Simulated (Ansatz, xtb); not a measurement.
## C6H5N: which of two isomers lies lower

Structure I is `C#C[C@@H]1C[C@H]1C#N`, a singlet and structure II is `C#C[C@@H]1C[C@@H]1C#N`, a singlet. Both are isolated molecules in the gas phase, relaxed with B3LYP/def2-SVP.

Energies in hartree; the thermal terms are from GFN2-xTB frequencies at re-optimised GFN2-xTB minima (ideal gas, soft modes damped towards free rotors, one conformer each, 298.15 K, 1 atm) and include the zero-point energy:

```
                              I           II
E, CCSD(T)/def2-SVP  −285.257590  −285.256176
    E, MP2/def2-SVP  −285.178889  −285.177641
  E, MP2/def2-TZVPP  −285.690263  −285.689173
  zero-point energy     0.087564     0.087549
       H(298 K) − E     0.095472     0.095439
       G(298 K) − E     0.056640     0.056624
```

Problem. Correct the CCSD(T) difference for the basis set by the MP2 change, then work out ΔE, ΔE₀, ΔH and ΔG for I → II in kJ/mol (1 Eh = 2625.50 kJ/mol) and the equilibrium ratio [II]/[I].

Solution. 1. Differences II − I: CCSD(T) +0.001414, MP2 in the small set +0.001248, MP2 in the large set +0.001090 Eh.
2. ΔE = +0.001414 + (+0.001090 − (+0.001248)) = +0.001256 Eh = +3.30 kJ/mol.
3. ΔE₀ = ΔE + ΔZPE = +0.001256 + (−0.000015) Eh = +3.26 kJ/mol.
4. ΔH = ΔE + (−0.000033) Eh = +3.21 kJ/mol.
5. ΔG = ΔE + (−0.000016) Eh = +3.26 kJ/mol, so ΔS = (ΔH − ΔG)/T = −0.1 J/(mol K).
6. kT = 0.9442 mEh, so K = [II]/[I] = exp(−ΔG/kT) = exp(−1.31) ≈ 0.27.

The two are too close for this level to say which is favoured. An error of 4 kJ/mol in ΔG would change K by a factor of 5. Mirror images and further conformers aren't counted.

As drawn, both hold the same kinds of bond in the same numbers.

Other levels gave ΔE = +3.4 (GFN2-xTB); +1.8 (HF/STO-3G, GFN2-xTB geometries); +3.6 (r2SCAN-D4/def2-SVP, GFN2-xTB geometries); +4.6 (B3LYP/def2-SVP); +4.9 (HF/def2-SVP); +3.3 (MP2/def2-SVP); +3.7 (CCSD(T)/def2-SVP) kJ/mol. The correlated steps freeze 7 core orbitals. Programs: Ansatz 0.2.0, xtb 6.7.1.
